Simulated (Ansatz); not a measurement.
The same hydrogen abstraction along the group Al, Ga, In.

Gas-phase electronic energies from Ansatz, PBE0-D4/def2-TZVP geometries. CCSD(T)/CBS adds triple-zeta CCSD(T) − MP2 to the extrapolated MP2 energy (def2 sets, frozen cores). This one scheme is used for every species, atoms too. Functionals use def2-TZVPP. B3LYP here is the variant with VWN-RPA as its local correlation; programs differ in this. Open shells (•) are unrestricted, without spin–orbit coupling. Spin–orbit coupling would lower the free atoms: a little for F. def2 core potentials past Kr. For Ga, In outer-core shells are correlated without core-valence functions, so the limit isn't a true one: a few kJ/mol of doubt a bond, and 10 to 20 or more in all where bonds break to atoms. Scalar relativity is left out up to krypton.

| reaction | CCSD(T)/CBS(def2) (eV) |
| --- | --- |
| `[NH2][AlH2]` + F• → `[NH2][AlH]`• + H–F | -2.25 |
| `[NH2][GaH2]` + F• → `[NH2][GaH]`• + H–F | -2.31 |
| `[NH2][InH2]` + F• → `[NH2][InH]`• + H–F | ? |

Problem. Fill in the missing values. (An estimate is asked.)

Solution. Computed: `[NH2][InH2]` + F• → `[NH2][InH]`• + H–F: -2.81 eV.

Largest T1 diagnostic: 0.019, for `[NH2][InH]`•.
